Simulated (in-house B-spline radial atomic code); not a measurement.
Successive ionisation energies of mercury; each step leads to the configuration of the next row (after the last: [Xe] 4f14 5d4). NIST's values go from ground level to ground level; the uncertainty of those that are theory runs from under 0.1 % in few-electron ions to several per cent in heavy many-electron ones. Computed with an all-electron radial atomic-structure program (B-spline basis): non-relativistic Hartree-Fock, average of the configuration, point nuclei.

This level leaves out relativity, spin-orbit splitting included, which matters for heavy ions.

```json
{"ion": "Hg", "configuration": "[Xe] 4f14 5d10 6s2", "ionisation energy (eV)": "6.83", "tabulated value (eV)": "10.4375", "computed minus tabulated (eV)": "-3.61", "highest orbital": "6s", "largest mean radius (bohr)": "3.3284"}
{"ion": "Hg+", "configuration": "[Xe] 4f14 5d10 6s1", "ionisation energy (eV)": "14.45", "tabulated value (eV)": "18.75688", "computed minus tabulated (eV)": "-4.31", "highest orbital": "6s", "largest mean radius (bohr)": "3.0007"}
{"ion": "Hg2+", "configuration": "[Xe] 4f14 5d10", "ionisation energy (eV)": "35.02", "tabulated value (eV)": "34.49", "computed minus tabulated (eV)": "0.53", "highest orbital": "5d", "largest mean radius (bohr)": "1.4066"}
{"ion": "Hg3+", "configuration": "[Xe] 4f14 5d9", "ionisation energy (eV)": "49.65", "tabulated value (eV)": "48.55", "computed minus tabulated (eV)": "1.10", "highest orbital": "5d", "largest mean radius (bohr)": "1.3583"}
{"ion": "Hg4+", "configuration": "[Xe] 4f14 5d8", "ionisation energy (eV)": "65.16", "tabulated value (eV)": "61.2", "computed minus tabulated (eV)": "3.96", "highest orbital": "5d", "largest mean radius (bohr)": "1.3175"}
{"ion": "Hg5+", "configuration": "[Xe] 4f14 5d7", "ionisation energy (eV)": "81.44", "tabulated value (eV)": "76.6", "computed minus tabulated (eV)": "4.84", "highest orbital": "5d", "largest mean radius (bohr)": "1.2819"}
{"ion": "Hg6+", "configuration": "[Xe] 4f14 5d6", "ionisation energy (eV)": "98.43", "tabulated value (eV)": "93", "computed minus tabulated (eV)": "5.43", "highest orbital": "5d", "largest mean radius (bohr)": "1.2503"}
{"ion": "Hg7+", "configuration": "[Xe] 4f14 5d5", "ionisation energy (eV)": "116.08", "tabulated value (eV)": "113.9", "computed minus tabulated (eV)": "2.18", "highest orbital": "5d", "largest mean radius (bohr)": "1.2218"}
```

(1) Where is the largest jump?

(2) How far is this level of theory from the measured and semi-empirical values?

## Answers

(1) From Hg+ to Hg2+, by a factor of 2.42 (14.446 to 35.02 eV); the highest orbital goes from 6s to 5d.

(2) Over those 7 rows the differences run from -4.31 to +5.43 eV (mean absolute value 3.4 eV). The calculation leaves out relativity, correlation and, in open shells, the multiplet splittings that an average leaves out.
